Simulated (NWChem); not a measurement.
System meant: C$_{3}$H$_{5}$O, doublet; SMILES CC[C]=O

Input file for NWChem:

```
start job
memory heap 200 mb stack 900 mb global 1100 mb
geometry units angstroms noautoz
  C      0.290702    -1.731304    -0.037154
  C     -0.546413    -0.451968     0.049392
  C      0.308567     0.802799     0.209304
  O      0.083937     1.893869    -0.206794
  H     -0.358986    -2.610298    -0.095793
  H      0.931364    -1.725461    -0.925236
  H      0.935021    -1.836088     0.841573
  H     -1.201643    -0.322668    -0.823028
  H     -1.188759    -0.477957     0.941182
end
basis spherical
  * library def2-svp
end
dft
  odft
  mult 2
  xc b3lyp
  iterations 4
  mulliken
end
task dft energy
```

End of the output:

```
     --------------------------
     Expectation value of S2:
     --------------------------
      <S2> =      0.7522 (Exact =     0.7500)

 center of mass
 --------------
 x =   0.02758996 y =   0.22846197 z =   0.00759706

 moments of inertia (a.u.)
 ------------------
         431.209083170680          -0.000000000000           0.000000000000
          -0.000000000000          53.154603350539           0.000000000000
           0.000000000000           0.000000000000         453.690320381147

     Multipole analysis of the density
     ---------------------------------

     L   x y z        total         alpha         beta         nuclear
     -   - - -        -----         -----         ----         -------
     0   0 0 0     -0.000000    -16.000000    -15.000000     31.000000

     1   1 0 0     -0.332598     -0.484682      0.152084     -0.000000
     1   0 1 0     -0.922088     -1.272115      0.350028     -0.000000
     1   0 0 1      0.015652     -0.227643      0.243295     -0.000000

     2   2 0 0    -18.157891    -23.977417    -21.549954     27.369480
     2   1 1 0     -0.215311      0.479795      1.745823     -2.440929
     2   1 0 1     -0.574785     -0.657713      0.442835     -0.359907
     2   0 2 0    -21.002824   -129.693350   -124.526880    233.217407
     2   0 1 1      0.172910     -0.506584      0.041278      0.638216
     2   0 0 2    -17.759656    -16.257745    -14.738559     13.236648

 ------------------------------------------------------------------------
 dft energy failed                                                                                  0
 ------------------------------------------------------------------------
 ------------------------------------------------------------------------
  current input line :
    24: task dft energy
 ------------------------------------------------------------------------
 ------------------------------------------------------------------------
 This type of error is most commonly associated with calculations not reaching convergence criteria
 ------------------------------------------------------------------------
 For more information see the NWChem manual at https://nwchemgit.github.io

0:dft energy failed:Received an Error in Communication
```

**Question.** Can this run be used? If not, why, and what is the fix?

**Answer.** The run did not converge; its last values are not results. Cause: the SCF was allowed too few iterations. This input runs:
```
start job
memory heap 200 mb stack 900 mb global 1100 mb
geometry units angstroms noautoz
  C      0.290702    -1.731304    -0.037154
  C     -0.546413    -0.451968     0.049392
  C      0.308567     0.802799     0.209304
  O      0.083937     1.893869    -0.206794
  H     -0.358986    -2.610298    -0.095793
  H      0.931364    -1.725461    -0.925236
  H      0.935021    -1.836088     0.841573
  H     -1.201643    -0.322668    -0.823028
  H     -1.188759    -0.477957     0.941182
end
basis spherical
  * library def2-svp
end
dft
  odft
  mult 2
  xc b3lyp
  iterations 150
  mulliken
end
task dft energy
```
It converges to -192.35269 Ha (B3LYP/def2-SVP, spin-unrestricted).
